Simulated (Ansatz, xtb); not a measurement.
# Isomers of C3H2BrNO in order of energy

3 gas-phase structures of C3H2BrNO, from a drawn sample of its isomers (lower ones may exist). Each was relaxed with GFN2-xTB:

A. `Brc1cnco1`, a singlet
B. `Brc1ncco1`, a singlet
C. `Brc1cocn1`, a singlet

Q: Which do you expect lowest at r2SCAN-D4/def2-SVP, and how would the others follow?

A: Calculated order at r2SCAN-D4/def2-SVP: C (0.0), B (1.2), A (1.3) kcal/mol. Less than 1 kcal/mol parts B and A, so the order within that pair means little.

Energies above the lowest of each column, in kcal/mol; the last columns are at PBE-D3(BJ)/def2-SVP geometries:

| structure | GFN2-xTB | HF/STO-3G | r2SCAN-D4/def2-SVP | PBE-D3(BJ)/def2-SVP | CCSD(T)/def2-SVP + ΔMP2/def2-TZVPP |
| --- | --- | --- | --- | --- | --- |
| C | 0.2 | 0.8 | 0.0 | 0.0 | 0.0 |
| B | 0.0 | 0.0 | 1.2 | 1.3 | 1.2 |
| A | 1.1 | 0.8 | 1.3 | 1.2 | 1.0 |

CCSD(T)/def2-SVP + ΔMP2/def2-TZVPP puts C lowest, with A within 1 kcal/mol; HF/STO-3G picks B. CCSD(T)/def2-SVP + ΔMP2/def2-TZVPP orders those it was run on as C (0.0), A (1.0), B (1.2) kcal/mol. Less than 1 kcal/mol parts C and A; A and B, so the order within those pairs means little. ΔMP2 is the change of the MP2 energy from the smaller to the larger basis.

Programs: Ansatz 0.2.0, xtb 6.7.1.
